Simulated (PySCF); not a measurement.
LDA on H⁻ (hydrogen, charge -1)

Configuration: 1s2, closed-shell 1S. Calculation: PySCF 2.14, in dyall-av2z (7s2p, 13 functions); no relativity, point nucleus.

| Property | Result |
| --- | --- |
| Total energy | -0.5127 hartree |
| One-electron energy | -0.8624 hartree |
| Hartree (Coulomb) energy | 0.7530 hartree |
| Exchange-correlation energy | -0.4033 hartree |
| Kinetic energy | 0.48154 hartree |
| ⟨S²⟩ | 0.0000 |
| ⟨L²⟩ | 0.000 |
| Sum of ⟨r⟩ | 5.364 bohr |
| Sum of ⟨r²⟩ | 21.98 bohr² |
| Density at the nucleus (Gaussians lack the cusp) | 0.297 bohr⁻³ |
| Langevin diamagnetic susceptibility | -17.4 ×10⁻⁶ cm³/mol |

```csv
shell,electrons,mean orbital energy (hartree),"rms radius, mean of both spins (bohr)"
1s,2,0.05898,3.32
```

At LDA the highest occupied level has a positive energy, so only the finite basis holds that electron; in a semilocal or global hybrid functional this comes from self-interaction and does not mean that the real anion is unbound.
